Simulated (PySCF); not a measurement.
Molecule: C₃HO (charge 0, doublet). It need not be the lowest isomer of its formula. SMILES: O=c1[c]c1
Geometry: optimised at B3LYP-D3(BJ)/def2-TZVP (Ansatz).

Dispersion corrections to the total energy (kcal/mol) from the dftd3 and dftd4 libraries through PySCF: D3(BJ) without and D4 with the three-body term, each with the damping fitted for the functional named.

```csv
functional,D3(BJ),D4
PW6B95,-0.82,-1.63
TPSSh,?,-2.15
CAM-B3LYP,-1.30,-1.43
HF,-17.89,-7.27
PBE0,-1.49,?
PBE,-1.77,?
B2GP-PLYP,-1.11,-0.71
```

Question: What belongs in the gaps?

Answer: 
- TPSSh, D3(BJ): -2.00
- PBE0, D4: -1.44
- PBE, D4: -1.76
